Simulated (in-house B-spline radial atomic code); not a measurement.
A run on Cr⁵⁺ (an excited or competing configuration) that did not converge. Method: non-relativistic wB97X, spin-polarised, spherical fractional occupations, exact exchange averaged over the configuration, point nucleus; computed with a B-spline radial code for spherical atoms.

Command:
```bash
python run_scf.py task.json out
```
Settings:
```
Z                24
configuration    [Ne] 3s2 3p5 3d1 4d1
hamiltonian      nr
method           wb97x
spin_polarised   True
exact_exchange   averaged over the configuration
```

First and last ten iterations of the last attempt (damped for 15 steps, keeping 80 % of the old Fock matrix, then DIIS):
```
 iter        energy (Eh)    residual
    1       -1026.492287    6.36e-01
    2       -1033.672401    2.21e-01
    3       -1034.060933    1.63e-01
    4       -1034.285824    1.20e-01
    5       -1034.415383    8.80e-02
    6       -1034.489522    6.45e-02
    7       -1034.531579    5.79e-02
    8       -1034.555174    5.36e-02
    9       -1034.568224    4.99e-02
   10       -1034.575303    4.63e-02
  111       -1034.577663    1.26e-06
  112       -1034.577663    1.94e-06
  113       -1034.577663    6.84e-07
  114       -1034.577663    4.23e-07
  115       -1034.577663    4.08e-06
  116       -1034.577663    1.76e-06
  117       -1034.577663    1.80e-04
  118       -1034.577663    3.78e-07
  119       -1034.577663    4.10e-07
  120       -1034.577663    5.01e-07
 not converged after 120 iterations
```

The smallest residual met was 3.7e-07; the threshold is about 2e-07. Over the last five steps the energy moves by less than 1e-08 hartree, but the orbitals didn't meet the threshold. Run time, properties included: 6.6 s on 1 thread of Arm Neoverse V1, with other jobs on the host.
